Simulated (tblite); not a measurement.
Q: Write Cartesian coordinates for `C=[C]c1nc(C)co1` [radical] as optimised with GFN2-xTB. (Doublet state.)

A: 
```xyz
14
C6H6NO angstrom
C      1.651   -1.866   -2.446
C      1.171   -1.140   -1.498
C      0.647   -0.410   -0.499
N     -0.640   -0.072   -0.347
C     -0.696    0.646    0.789
C     -1.966    1.198    1.325
C      0.571    0.744    1.320
O      1.436    0.084    0.522
H      1.710   -2.946   -2.376
H      2.022   -1.442   -3.370
H     -1.765    1.895    2.134
H     -2.591    0.388    1.697
H     -2.513    1.701    0.531
H      0.961    1.221    2.196
```

Orientation and origin are arbitrary. Atoms count from 1 in this order. C3 (carbon bonded to C, N and O) is planar (angles 126.6°, 121.4° and 112.0°, sum 360.0°, 0.00 Å off the plane of its three neighbours). The 2 C–O bonds span 1.349 Å (C7–O8, aromatic) to 1.382 Å (C3–O8, aromatic), a spread of 0.033 Å. The 8 heavy atoms lie in one plane (0.011 Å rms). C5 (carbon bonded to 2 C and N) is planar (angles 128.4°, 122.6° and 109.0°, sum 360.0°, 0.00 Å off the plane of its three neighbours).

Bonds between heavy atoms (Å): C1=C2 1.287, C2–C3 1.343, C3–N4 1.340, N4–C5 1.346, C5–C6 1.484, C5–C7 1.377, C7–O8 1.349, C3–O8 1.382.

The geometry is computed with GFN2-xTB (gas phase). This method treats the open shell by occupation alone, without spin polarisation.

Point group: near Cs, missed by 0.32 Å at most; the miss may be what the optimiser left on a soft mode. Its GFN2-xTB frequencies are all real (lowest 39 cm⁻¹). 2 starts were optimised and ended at 0.00 and 0.03 kcal/mol (GFN2-xTB); the lowest of these is shown.
